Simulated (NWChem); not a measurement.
Program: NWChem. System: neopentasilane (H12Si5), charge 0, spin multiplicity 1, at a geometry optimised with B3LYP/def2-SVP. Level: RHF/def2-SVP.

Part of the output:

```
             Northwest Computational Chemistry Package (NWChem) 7.3.0
             --------------------------------------------------------

                                NWChem Input Module
                                -------------------

 Scaling coordinates for geometry "geometry" by  1.889725989
 (inverse scale =  0.529177249)

 Turning off AUTOSYM since
 SYMMETRY directive was detected!

                             Geometry "geometry" -> ""
                             -------------------------

 Output coordinates in angstroms (scale by  1.889725989 to convert to a.u.)

  No.       Tag          Charge          X              Y              Z
 ---- ---------------- ---------- -------------- -------------- --------------
    1 Si                  14.0000     1.87549800     0.45034000     1.36383100
    2 Si                  14.0000     0.00000000     0.00000000    -0.00002100
    3 Si                  14.0000     0.44943700    -1.87574700    -1.36382500
    4 Si                  14.0000    -1.87549800    -0.45034000     1.36383100
    5 Si                  14.0000    -0.44943700     1.87574700    -1.36382500
    6 H                    1.0000     2.17367500    -0.72184100     2.24015600
    7 H                    1.0000     1.61330700     1.63840900     2.23021100
    8 H                    1.0000     3.07525300     0.73161000     0.51982400
    9 H                    1.0000    -0.72433900    -2.17485400    -2.23770900
   10 H                    1.0000     0.73284100    -3.07496100    -0.51976300
   11 H                    1.0000     1.63569900    -1.61350100    -2.23264800
   12 H                    1.0000    -1.61330700    -1.63840900     2.23021100
   13 H                    1.0000    -2.17367500     0.72184100     2.24015600
   14 H                    1.0000    -3.07525300    -0.73161000     0.51982400
   15 H                    1.0000    -0.73284100     3.07496100    -0.51976300
   16 H                    1.0000     0.72433900     2.17485400    -2.23770900
   17 H                    1.0000    -1.63569900     1.61350100    -2.23264800

 Effective nuclear repulsion energy (a.u.)     492.6780464461

            Nuclear Dipole moment (a.u.)
            ----------------------------
        X                 Y               Z
 ---------------- ---------------- ----------------
    -0.0000000000     0.0000000000     0.0000302356

      Symmetry information
      --------------------

 Group name             C2
 Group number              4
 Group order               2
 No. of unique centers     9

      Symmetry unique atoms

     1    2    3    6    7    8    9   10   11


 Summary of "ao basis" -> "" (spherical)
 ------------------------------------------------------------------------------
       Tag                 Description            Shells   Functions and Types
 ---------------- ------------------------------  ------  ---------------------
 *                          def2-svp                  on all atoms

 Summary of "ao basis" -> "ao basis" (spherical)
 ------------------------------------------------------------------------------
       Tag                 Description            Shells   Functions and Types
 ---------------- ------------------------------  ------  ---------------------
 Si                         def2-svp                 8       18   4s3p1d
 H                          def2-svp                 3        5   2s1p

                                 NWChem SCF Module
                                 -----------------

  ao basis        = "ao basis"
  functions       =   150
  atoms           =    17
  closed shells   =    41
  open shells     =     0
  charge          =   0.00
  wavefunction    = RHF
  use symmetry    = T
  symmetry adapt  = T

 Summary of "ao basis" -> "ao basis" (spherical)
 ------------------------------------------------------------------------------
       Tag                 Description            Shells   Functions and Types
 ---------------- ------------------------------  ------  ---------------------
 Si                         def2-svp                 8       18   4s3p1d
 H                          def2-svp                 3        5   2s1p

      Symmetry analysis of basis
[...]
                 2    -1451.1806019212  1.68D-01  3.65D-02      3.5
                 3    -1451.1842778400  1.16D-02  2.89D-03      4.5
                 4    -1451.1842985691  4.74D-05  1.18D-05      5.7
                 5    -1451.1842985695  3.29D-09  8.30D-10      7.5

       Final RHF  results
       ------------------

         Total SCF energy =  -1451.184298569499
      One-electron energy =  -2994.340252238933
      Two-electron energy =   1050.477907223342
 Nuclear repulsion energy =    492.678046446093

        Time for solution =      4.9s

       Symmetry analysis of molecular orbitals - final
       -----------------------------------------------

  Numbering of irreducible representations:

     1 a           2 b

  Orbital symmetries:

     1 b           2 a           3 b           4 a           5 a
     6 b           7 a           8 b           9 a          10 a
    11 b          12 a          13 b          14 a          15 b
    16 a          17 b          18 b          19 a          20 b
    21 a          22 a          23 b          24 a          25 b
    26 a          27 b          28 a          29 b          30 a
    31 b          32 a          33 b          34 a          35 a
    36 b          37 a          38 b          39 b          40 a
    41 b          42 a          43 a          44 b          45 a
    46 b          47 a          48 b          49 a          50 b
    51 a

             Final eigenvalues
             -----------------

              1
    1  -68.7615
    2  -68.7615
    3  -68.7615
    4  -68.7614
    5  -68.7434
    6   -6.1338
    7   -6.1338
    8   -6.1338
    9   -6.1338
   10   -6.1208
   11   -4.2439
   12   -4.2439
   13   -4.2439
   14   -4.2439
   15   -4.2437
   16   -4.2437
   17   -4.2437
   18   -4.2437
   19   -4.2437
   20   -4.2437
   21   -4.2436
   22   -4.2436
   23   -4.2301
   24   -4.2301
   25   -4.2301
   26   -0.7892
   27   -0.7187
   28   -0.7187
   29   -0.7187
   30   -0.5976
   31   -0.5009
   32   -0.5009
   33   -0.5009
   34   -0.4898
   35   -0.4898
   36   -0.4826
   37   -0.4826
   38   -0.4826
   39   -0.3864
   40   -0.3864
   41   -0.3864
   42    0.1114
   43    0.1114
   44    0.1201
   45    0.1201
   46    0.1201
   47    0.1296
   48    0.1883
   49    0.1883
   50    0.1883
   51    0.1996

                       ROHF Final Molecular Orbital Analysis
                       -------------------------------------

 Vector   39  Occ=2.000000D+00  E=-3.863905D-01  Symmetry=b
              MO Center= -1.9D-11,  1.1D-11, -3.2D-02, r^2= 5.2D+00
   Bfn.  Coefficient  Atom+Function         Bfn.  Coefficient  Atom+Function
  ----- ------------  ---------------      ----- ------------  ---------------
    30      0.304824   2 Si py               27      0.244766   2 Si py
    29      0.175221   2 Si px

 Vector   40  Occ=2.000000D+00  E=-3.863694D-01  Symmetry=a
              MO Center=  2.0D-11, -1.3D-11, -1.4D-06, r^2= 5.2D+00
   Bfn.  Coefficient  Atom+Function         Bfn.  Coefficient  Atom+Function
  ----- ------------  ---------------      ----- ------------  ---------------
    31      0.351614   2 Si pz               28      0.282244   2 Si pz
    25     -0.155769   2 Si pz

 Vector   41  Occ=2.000000D+00  E=-3.863566D-01  Symmetry=b
              MO Center= -2.0D-12, -2.0D-12,  3.2D-02, r^2= 5.2D+00
   Bfn.  Coefficient  Atom+Function         Bfn.  Coefficient  Atom+Function
  ----- ------------  ---------------      ----- ------------  ---------------
    29      0.304847   2 Si px               26      0.244762   2 Si px
    30     -0.175240   2 Si py

 Vector   42  Occ=0.000000D+00  E= 1.113891D-01  Symmetry=a
              MO Center= -4.2D-11, -6.3D-11,  9.5D-03, r^2= 8.0D+00
   Bfn.  Coefficient  Atom+Function         Bfn.  Coefficient  Atom+Function
  ----- ------------  ---------------      ----- ------------  ---------------
    12      0.570622   1 Si py               66     -0.570622   4 Si py
    92      0.533492   6 H  s               117      0.532847  11 H  s
   127      0.533492  13 H  s               147      0.532847  17 H  s
    47     -0.462516   3 Si px               83      0.462516   5 Si px
    48     -0.356658   3 Si py               84      0.356658   5 Si py

 Vector   43  Occ=0.000000D+00  E= 1.114167D-01  Symmetry=a
              MO Center= -2.9D-11,  7.8D-12, -9.7D-03, r^2= 8.0D+00
   Bfn.  Coefficient  Atom+Function         Bfn.  Coefficient  Atom+Function
  ----- ------------  ---------------      ----- ------------  ---------------
    97      0.497903   7 H  s               107      0.498501   9 H  s
   122      0.497903  12 H  s               142      0.498501  16 H  s
    47      0.470580   3 Si px               83     -0.470580   5 Si px
    49      0.439756   3 Si pz               85      0.439756   5 Si pz
    13     -0.428505   1 Si pz               67     -0.428505   4 Si pz

 Vector   44  Occ=0.000000D+00  E= 1.201147D-01  Symmetry=b
              MO Center= -1.3D-10, -2.3D-10, -1.7D-03, r^2= 7.1D+00
   Bfn.  Coefficient  Atom+Function         Bfn.  Coefficient  Atom+Function
  ----- ------------  ---------------      ----- ------------  ---------------
    29      0.577116   2 Si px              107      0.485807   9 H  s
   142     -0.485807  16 H  s                97      0.482046   7 H  s
   122     -0.482046  12 H  s                47      0.444433   3 Si px
    83      0.444433   5 Si px               11      0.432267   1 Si px
    65      0.432267   4 Si px               30     -0.351891   2 Si py

 center of mass
 --------------
 x =  -0.00000000 y =   0.00000000 z =  -0.00000135

 moments of inertia (a.u.)
 ------------------
        1782.386920528618          -0.364748538629           0.000000000000
          -0.364748538629        1781.984561872724          -0.000000000000
           0.000000000000          -0.000000000000        1782.255350555900

  Mulliken analysis of the total density
  --------------------------------------

    Atom       Charge   Shell Charges
 -----------   ------   -------------------------------------------------------
    1 Si  14    13.52   2.00  1.99  0.95  0.21  5.94  1.24  1.01  0.18
    2 Si  14    14.51   2.00  1.99  0.97  0.46  5.94  1.29  1.73  0.13
    3 Si  14    13.52   2.00  1.99  0.95  0.21  5.94  1.24  1.01  0.18
    4 Si  14    13.52   2.00  1.99  0.95  0.21  5.94  1.24  1.01  0.18
    5 Si  14    13.52   2.00  1.99  0.95  0.21  5.94  1.24  1.01  0.18
    6 H    1     1.12   0.74  0.37  0.01
    7 H    1     1.12   0.74  0.37  0.01
    8 H    1     1.12   0.74  0.37  0.01
    9 H    1     1.12   0.74  0.37  0.01
   10 H    1     1.12   0.74  0.37  0.01
   11 H    1     1.12   0.74  0.37  0.01
   12 H    1     1.12   0.74  0.37  0.01
   13 H    1     1.12   0.74  0.37  0.01
   14 H    1     1.12   0.74  0.37  0.01
   15 H    1     1.12   0.74  0.37  0.01
   16 H    1     1.12   0.74  0.37  0.01
   17 H    1     1.12   0.74  0.37  0.01

       Multipole analysis of the density wrt the origin
       ------------------------------------------------

     L   x y z        total         open         nuclear
     -   - - -        -----         ----         -------
     0   0 0 0      0.000000      0.000000     82.000000

     1   1 0 0      0.000000      0.000000     -0.000000
     1   0 1 0      0.000000      0.000000      0.000000
     1   0 0 1     -0.000033      0.000000      0.000030

     2   2 0 0    -59.225158      0.000000    518.481733
     2   1 1 0     -0.001873      0.000000      0.206481
     2   1 0 1     -0.000000      0.000000     -0.000000
     2   0 2 0    -59.226998      0.000000    518.709327
     2   0 1 1     -0.000000      0.000000     -0.000000
     2   0 0 2    -59.226021      0.000000    518.556534

 Task  times  cpu:        7.6s     wall:        7.6s

 Total times  cpu:        7.6s     wall:        7.6s
```

Problem. Write an NWChem input that would produce this output.

Solution. One answer among several that fit: 
```
start mol
memory heap 200 mb stack 900 mb global 1100 mb
geometry units angstroms nocenter noautoz
  Si     1.875498     0.450340     1.363831
  Si     0.000000     0.000000    -0.000021
  Si     0.449437    -1.875747    -1.363825
  Si    -1.875498    -0.450340     1.363831
  Si    -0.449437     1.875747    -1.363825
  H      2.173675    -0.721841     2.240156
  H      1.613307     1.638409     2.230211
  H      3.075253     0.731610     0.519824
  H     -0.724339    -2.174854    -2.237709
  H      0.732841    -3.074961    -0.519763
  H      1.635699    -1.613501    -2.232648
  H     -1.613307    -1.638409     2.230211
  H     -2.173675     0.721841     2.240156
  H     -3.075253    -0.731610     0.519824
  H     -0.732841     3.074961    -0.519763
  H      0.724339     2.174854    -2.237709
  H     -1.635699     1.613501    -2.232648
  symmetry group C2
end
basis spherical
  * library def2-svp
end
scf
  rhf
  nopen 0
  maxiter 100
  thresh 1e-7
  semidirect memsize 60000000 filesize 0
end
task scf energy
```
